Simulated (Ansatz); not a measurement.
Relaxation of Cs₄Cl₄ with UKS PBE0-D4/def2-SVP.

```sh
$ ansatz run in.yaml --threads 4 --pin off --events-out ev --progress --plain --max-ram 8704MiB
```

```yaml
crystal:
  periodic: [false, false, false]
  atoms:
    - {symbol: Cs, position_ang: [2.718088, -0.973556, 0.377500]}
    - {symbol: Cs, position_ang: [-1.498175, -1.907629, -1.615491]}
    - {symbol: Cs, position_ang: [-1.290053, 0.302644, 2.593345]}
    - {symbol: Cs, position_ang: [0.070310, 2.578425, -1.355565]}
    - {symbol: Cl, position_ang: [-2.594234, 0.927577, -0.359890]}
    - {symbol: Cl, position_ang: [-0.068686, -2.460482, 1.294098]}
    - {symbol: Cl, position_ang: [1.430891, 1.820541, 1.540821]}
    - {symbol: Cl, position_ang: [1.231860, -0.287522, -2.474808]}
basis:
  gaussian: {orbitals: def2-SVP}
magnetization: {spin_polarized: true, initial_magnetization: 2}
hamiltonian: {xc: pbe0, dispersion: d4}
scf: {lower_state_search: "off"}
output: {orbitals: {seedname: orbitals}}
relax: {f_tol: 0.02, max_steps: 100}
```

Hardware: 4 threads of Arm Neoverse N1 on a shared host. Wall time 5.8 min, peak host memory 1 GiB.

Positions (Å) and forces (eV/Å) at steps 1, 2, 4, 7, 9, 10, 11, 12, 13, 14, 15, 16, 18 of 18:

```xyz
8
step=1 energy=-52261.0674 eV
Cs    2.718   -0.974    0.378    0.434   -0.156    0.083
Cs   -1.498   -1.908   -1.615   -0.244   -0.289   -0.275
Cs   -1.290    0.303    2.593   -0.189    0.042    0.427
Cs    0.070    2.578   -1.356   -0.001    0.405   -0.235
Cl   -2.594    0.928   -0.360   -0.043    0.013    0.023
Cl   -0.069   -2.460    1.294   -0.017   -0.047   -0.003
Cl    1.431    1.821    1.541    0.017    0.047    0.003
Cl    1.232   -0.288   -2.475    0.043   -0.013   -0.024
8
step=2 energy=-52261.2940 eV
Cs    2.896   -1.038    0.421    0.079   -0.029    0.023
Cs   -1.600   -2.020   -1.735   -0.046   -0.048   -0.057
Cs   -1.360    0.317    2.774   -0.028    0.005    0.083
Cs    0.065    2.741   -1.459   -0.005    0.072   -0.050
Cl   -2.497    0.892   -0.327    0.050   -0.020    0.052
Cl   -0.076   -2.372    1.230   -0.022    0.037   -0.061
Cl    1.373    1.763    1.468   -0.038   -0.009   -0.064
Cl    1.201   -0.283   -2.371    0.010   -0.008    0.074
8
step=4 energy=-52261.3354 eV
Cs    2.961   -1.066    0.506   -0.030    0.010    0.005
Cs   -1.653   -2.018   -1.832    0.014    0.026    0.010
Cs   -1.333    0.301    2.880    0.021   -0.006   -0.023
Cs    0.025    2.783   -1.554   -0.006   -0.030    0.007
Cl   -2.402    0.853   -0.236    0.014   -0.006    0.023
Cl   -0.114   -2.300    1.119   -0.011    0.008   -0.024
Cl    1.301    1.742    1.352   -0.013    0.003   -0.024
Cl    1.215   -0.295   -2.235    0.010   -0.005    0.025
8
step=7 energy=-52261.3436 eV
Cs    2.910   -1.061    0.587   -0.006    0.007   -0.008
Cs   -1.641   -1.951   -1.917    0.008   -0.002   -0.013
Cs   -1.238    0.289    2.940    0.007    0.006    0.013
Cs   -0.024    2.724   -1.613    0.009   -0.007    0.000
Cl   -2.372    0.809   -0.143    0.005   -0.012    0.003
Cl   -0.189   -2.285    1.054   -0.013    0.008    0.004
Cl    1.280    1.785    1.292   -0.006    0.002    0.011
Cl    1.275   -0.310   -2.201   -0.004   -0.003   -0.010
8
step=9 energy=-52261.3966 eV
Cs    2.817   -0.996    0.524   -0.018    0.065   -0.061
Cs   -1.603   -1.991   -2.021    0.049   -0.017   -0.092
Cs   -1.223    0.342    3.071    0.034    0.055    0.085
Cs    0.034    2.651   -1.584    0.077   -0.044    0.012
Cl   -2.278    0.691   -0.085    0.049   -0.162    0.052
Cl   -0.298   -2.187    1.046   -0.144    0.106   -0.014
Cl    1.259    1.838    1.387   -0.013   -0.011    0.015
Cl    1.291   -0.348   -2.338   -0.034    0.008    0.002
8
step=10 energy=-52261.5954 eV
Cs    2.743   -0.945    0.476   -0.014    0.142   -0.066
Cs   -1.562   -2.031   -2.143    0.071   -0.046   -0.192
Cs   -1.190    0.415    3.189    0.095    0.146    0.110
Cs    0.073    2.581   -1.546    0.130   -0.058    0.056
Cl   -2.187    0.532   -0.021    0.158   -0.509    0.167
Cl   -0.430   -2.054    1.012   -0.398    0.363   -0.096
Cl    1.257    1.872    1.448    0.015   -0.054    0.026
Cl    1.297   -0.369   -2.414   -0.056    0.017   -0.005
8
step=11 energy=-52261.7890 eV
Cs    2.686   -0.896    0.436   -0.001    0.001   -0.012
Cs   -1.474   -2.105   -2.294    0.027   -0.011   -0.042
Cs   -1.082    0.580    3.223   -0.007    0.036    0.027
Cs    0.109    2.552   -1.428    0.001   -0.033   -0.003
Cl   -2.279    0.373   -0.022    0.328   -0.562    0.237
Cl   -0.583   -2.055    1.035   -0.400    0.529   -0.212
Cl    1.348    1.899    1.507    0.058    0.006    0.020
Cl    1.275   -0.349   -2.458   -0.005    0.034   -0.015
8
step=12 energy=-52262.0304 eV
Cs    2.671   -0.895    0.433   -0.027   -0.020   -0.001
Cs   -1.454   -2.122   -2.352    0.025   -0.011   -0.043
Cs   -1.062    0.624    3.261   -0.002    0.035    0.025
Cs    0.102    2.532   -1.412   -0.032   -0.039    0.008
Cl   -2.197    0.213    0.044    0.168   -0.293    0.121
Cl   -0.703   -1.913    0.976   -0.207    0.280   -0.103
Cl    1.367    1.904    1.515    0.061    0.024    0.031
Cl    1.277   -0.343   -2.465    0.014    0.024   -0.039
8
step=13 energy=-52261.9333 eV rejected
Cs    2.597   -0.941    0.411   -0.032    0.001   -0.004
Cs   -1.361   -2.139   -2.428    0.013   -0.005   -0.008
Cs   -1.026    0.742    3.283    0.005    0.014   -0.010
Cs    0.029    2.467   -1.337   -0.013   -0.027    0.020
Cl   -2.195    0.031    0.109   -0.752    1.096   -0.508
Cl   -0.858   -1.799    0.960    0.822   -1.051    0.490
Cl    1.480    1.936    1.556   -0.018   -0.042   -0.025
Cl    1.333   -0.297   -2.553   -0.024    0.014    0.045
8
step=14 energy=-52262.0650 eV
Cs    2.628   -0.931    0.413   -0.014   -0.002   -0.004
Cs   -1.390   -2.132   -2.386    0.009   -0.014   -0.022
Cs   -1.049    0.702    3.255    0.003    0.023    0.008
Cs    0.049    2.490   -1.356   -0.009   -0.010    0.015
Cl   -2.240    0.147    0.055    0.098   -0.123    0.059
Cl   -0.759   -1.888    0.993   -0.084    0.136   -0.058
Cl    1.453    1.918    1.545    0.000   -0.022   -0.012
Cl    1.308   -0.305   -2.520   -0.004    0.013    0.014
8
step=15 energy=-52262.0619 eV rejected
Cs    2.644   -1.009    0.425   -0.055    0.040   -0.028
Cs   -1.347   -2.159   -2.429    0.009    0.024    0.039
Cs   -1.046    0.775    3.270    0.008   -0.015   -0.048
Cs   -0.027    2.519   -1.341    0.027   -0.051    0.038
Cl   -2.222    0.114    0.065   -0.100    0.124   -0.067
Cl   -0.769   -1.838    0.979    0.096   -0.128    0.071
Cl    1.472    1.852    1.496    0.004    0.019    0.024
Cl    1.296   -0.253   -2.465    0.010   -0.012   -0.030
8
step=16 energy=-52262.0712 eV
Cs    2.624   -0.965    0.405   -0.016    0.009   -0.009
Cs   -1.361   -2.150   -2.395    0.003   -0.007   -0.009
Cs   -1.053    0.743    3.247   -0.001    0.010    0.006
Cs    0.019    2.499   -1.333    0.004   -0.017    0.013
Cl   -2.236    0.125    0.056    0.017   -0.018    0.008
Cl   -0.767   -1.864    0.996   -0.009    0.023   -0.009
Cl    1.473    1.887    1.535    0.003   -0.006   -0.003
Cl    1.302   -0.276   -2.511    0.000    0.005    0.004
8
step=18 energy=-52262.0721 eV
Cs    2.614   -0.971    0.386    0.000   -0.001    0.000
Cs   -1.347   -2.167   -2.399   -0.001   -0.002    0.000
Cs   -1.066    0.771    3.246   -0.002    0.000    0.001
Cs    0.016    2.491   -1.309   -0.001    0.001    0.000
Cl   -2.236    0.118    0.050    0.001    0.000   -0.001
Cl   -0.762   -1.852    1.002    0.002    0.001    0.000
Cl    1.486    1.873    1.546    0.001    0.001    0.002
Cl    1.295   -0.263   -2.523    0.000    0.000   -0.002
```

In the def2 sets Cs takes a core potential; there is no spin–orbit coupling. In the triplet, Cl5 and Cl6 lie 2.64 Å apart (atoms count from 1), so these atoms are partly bonded to each other. At PBE0-D4/def2-SVP a singlet of charge 0 lies 4.52 eV below the triplet, each at its own geometry. The structure comes from a short search, and lower isomers may exist.
